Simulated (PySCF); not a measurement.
## Electronic absorption of GeH2Me(NHtBu)

GeH2Me(NHtBu), C5H15GeN.
SMILES: `[H][Ge]([H])([CH3])[NH]C(C)(C)C`

Computed, not measured: TDDFT B3LYP/def2-SVPD, vertical, gas phase, core orbitals frozen in the response in PySCF. One conformer (not necessarily the lowest) at the PBE0-D3(BJ)/def2-SVP geometry, without solvent, vibrations or thermal averaging. The B3LYP/def2-SVPD calculation is non-relativistic and has no spin–orbit coupling, an omission that weighs most on germanium.

```json
{"state": "S1", "E (eV)": "5.52", "E (hartree)": "0.2030", "f": "0.0078", "|μ| (D)": "0.61", "main configurations (H = HOMO, L = LUMO)": "H→L (93%)"}
{"state": "S2", "E (eV)": "5.78", "E (hartree)": "0.2123", "f": "0.021", "|μ| (D)": "0.98", "main configurations (H = HOMO, L = LUMO)": "H→L+1 (93%)"}
{"state": "S3", "E (eV)": "6.07", "E (hartree)": "0.2232", "f": "0.011", "|μ| (D)": "0.69", "main configurations (H = HOMO, L = LUMO)": "H→L+2 (96%)"}
{"state": "S4", "E (eV)": "6.61", "E (hartree)": "0.2430", "f": "0.0013", "|μ| (D)": "0.23", "main configurations (H = HOMO, L = LUMO)": "H→L+3 (82%), H→L+5 (10%)"}
{"state": "S5", "E (eV)": "6.86", "E (hartree)": "0.2519", "f": "0.0068", "|μ| (D)": "0.51", "main configurations (H = HOMO, L = LUMO)": "H→L+5 (87%), H→L+3 (9%)"}
{"state": "S6", "E (eV)": "6.92", "E (hartree)": "0.2545", "f": "0.027", "|μ| (D)": "1.01", "main configurations (H = HOMO, L = LUMO)": "H→L+4 (92%)"}
{"state": "S7", "E (eV)": "7.13", "E (hartree)": "0.2619", "f": "0.0092", "|μ| (D)": "0.58", "main configurations (H = HOMO, L = LUMO)": "H→L+6 (96%)"}
{"state": "S8", "E (eV)": "7.35", "E (hartree)": "0.2703", "f": "0.0012", "|μ| (D)": "0.21", "main configurations (H = HOMO, L = LUMO)": "H→L+7 (94%)"}
{"state": "S9", "E (eV)": "7.58", "E (hartree)": "0.2787", "f": "0.015", "|μ| (D)": "0.71", "main configurations (H = HOMO, L = LUMO)": "H→L+8 (97%)"}
{"state": "S10", "E (eV)": "7.82", "E (hartree)": "0.2873", "f": "0.041", "|μ| (D)": "1.18", "main configurations (H = HOMO, L = LUMO)": "H→L+9 (69%), H→L+10 (24%)"}
{"state": "S11", "E (eV)": "7.89", "E (hartree)": "0.2900", "f": "0.035", "|μ| (D)": "1.08", "main configurations (H = HOMO, L = LUMO)": "H-1→L (79%), H-1→L+1 (14%)"}
{"state": "S12", "E (eV)": "7.91", "E (hartree)": "0.2907", "f": "0.025", "|μ| (D)": "0.91", "main configurations (H = HOMO, L = LUMO)": "H→L+10 (72%), H→L+9 (22%)"}
{"state": "S13", "E (eV)": "8.10", "E (hartree)": "0.2978", "f": "0.028", "|μ| (D)": "0.95", "main configurations (H = HOMO, L = LUMO)": "H-2→L (56%), H→L+11 (20%), H-1→L+1 (12%)"}
{"state": "S14", "E (eV)": "8.12", "E (hartree)": "0.2982", "f": "0.020", "|μ| (D)": "0.80", "main configurations (H = HOMO, L = LUMO)": "H→L+11 (45%), H-1→L+1 (36%)"}
{"state": "S15", "E (eV)": "8.13", "E (hartree)": "0.2989", "f": "0.013", "|μ| (D)": "0.64", "main configurations (H = HOMO, L = LUMO)": "H-2→L (36%), H-1→L+1 (32%), H→L+11 (24%)"}
```

Triplets, Tamm–Dancoff:

| state | E (eV) | λ (nm) | main configurations (H = HOMO, L = LUMO) |
| --- | --- | --- | --- |
| T1 | 5.36 | 231.4 | H→L (61%), H→L+1 (22%), H→L+2 (10%) |
| T2 | 5.57 | 222.7 | H→L+1 (50%), H→L (35%), H→L+2 (10%) |
| T3 | 5.96 | 208.1 | H→L+2 (74%), H→L+1 (23%) |
| T4 | 6.47 | 191.5 | H→L+3 (76%), H→L+5 (11%) |

The lowest singlet comes at 224 nm (533 kJ/mol) in the ultraviolet; it is weak; its leading configuration is HOMO→LUMO (93%). The most intense listed level is S10 at 7.82 eV (159 nm, f = 0.041), 2.29 eV above S1. Löwdin shares by element: HOMO nitrogen 58%, carbon 14% or more, germanium 9% (atoms not listed hold the other 19%); LUMO germanium 24%, carbon 23% or more (atoms not listed hold the other 53%). Of the 15 states listed, 10 reach f = 0.01 and none stays under 0.0005. The oscillator strengths of these states sum to 0.261; summed over the whole spectrum of an exact calculation they would give the number of electrons, 84 (Thomas–Reiche–Kuhn). The listed states span 2.61 eV, and the widest gap between neighbours is 0.54 eV (S3 to S4). Singlets were solved by full linear response, triplets in the Tamm–Dancoff approximation.

The run took 42 s wall, 95 s CPU (grids of density and orbitals included) on 2 threads of an Intel Xeon 6975P-C, no GPU, shared host, and the process peaked at 1.7 GiB of memory.

Without π bonds the low states may be Rydberg-like; a valence basis with one diffuse set may place them up to an eV too high.
